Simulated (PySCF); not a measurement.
Cl3Ga, SMILES [Cl][Ga+]([Cl])[Cl] (connectivity only; charge and spin as stated), charge +1, multiplicity 2. Atoms are numbered in the order given.

```xyz
4

Ga     0.0000     0.0000    -0.2739
Cl     0.0000     1.3946     1.4147
Cl     0.0000     0.0000    -2.3300
Cl     0.0000    -1.3946     1.4147
```
Charge +1, spin multiplicity 2.

Geometry optimised at PBE0-D3(BJ)/def2-SVP.

Method: PySCF with C-PCM-ωB97X/def2-SVP.

The values are the electrostatic part of the solvation free energy, E(continuum) − E(gas) at the gas-phase geometry, in a cavity of scaled van der Waals radii (PySCF's table); cavitation and dispersion terms are not included. A continuum can't describe solvent molecules that bind to the metal.

Problem. Estimate the values in water (ε = 78.36), 1-octanol (ε = 9.86), acetone (ε = 20.49). (An estimate is asked for; the answer gives what the named calculation found.)

Solution. 
| solvent | ε | ΔG(elec) (kcal/mol) |
|---|---|---|
| water | 78.36 | -62.0 |
| 1-octanol | 9.86 | -56.3 |
| acetone | 20.49 | -59.7 |
